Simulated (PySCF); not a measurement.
## Polarisability and C₆ of Te (tellurium, neutral)

[Kr] 4d10 5s2 5p4, high-spin 3P determinant. All numbers are calculated (PySCF 2.14, scalar relativity through the core potential, in aug-cc-pwCVTZ-PP with ECP28MDF (8s7p6d4f1g, 96 functions)). Coupled (time-dependent) response in atomic units; α is the mean over directions.

```tsv
method	mean α (bohr³)	α xx, yy, zz	C₆ (like pair)	S(−4)
B3LYP	42.08	37.37, 51.51, 37.37	453.9	703.9
```

S(−4) is the Cauchy moment in α(ω) = α(0) + S(−4) ω² + …

Reference α: 38 ± 4 bohr³ (recommended; Schwerdtfeger and Nagle, table of static dipole polarizabilities (2023 update)). Published C₆: 445.0 (Chu and Dalgarno (2004); Tang, Norbeck and Certain (1976)).

Spin-orbit coupling is absent.

α(iu) at B3LYP:

| u (hartree) | α(iu) (bohr³) |
| --- | --- |
| 0 | 42.08 |
| 0.0500 | 40.53 |
| 0.100 | 37.18 |
| 0.200 | 29.64 |
| 0.300 | 23.02 |
| 0.500 | 14.25 |
| 0.750 | 8.735 |
| 1.00 | 5.962 |
| 1.50 | 3.427 |
| 2.00 | 2.313 |
| 3.00 | 1.318 |
| 5.00 | 0.6136 |

A single London oscillator, α(iu) = α/(1 + u²/ω²), gives C₆ = (3/4) ω α². Matching the computed C₆ needs ω = 4 × 453.9 / (3 × 42.08²) = 0.342 hartree.

The components differ because the open shell of this determinant is not spherical; for a pure term their mean is the scalar polarisability.

Energies and moments cover only the electrons outside the core potential.
